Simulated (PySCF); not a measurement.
C2H8ClNSi, SMILES C[Si](C)(N)Cl.

The structure is a stationary point at B3LYP-D3(BJ)/def2-SVP. Other conformers were not sampled.

All values below come from PySCF with r2SCAN/def2-TZVP.

Symmetry labels are those of the subgroup Cs that the program uses (full group Cs).

Computed valence orbital energies around the gap with their symmetry:
```tsv
orbital	symmetry	energy (eV)
HOMO−7	A"	-10.17
HOMO−6	A"	-10.01
HOMO−5	A'	-9.60
HOMO−4	A'	-8.78
HOMO−3	A"	-8.37
HOMO−2	A'	-7.70
HOMO−1	A"	-7.26
HOMO	A'	-6.55
LUMO	A'	0.65
LUMO+1	A'	1.25
LUMO+2	A'	1.41
LUMO+3	A"	1.79
```
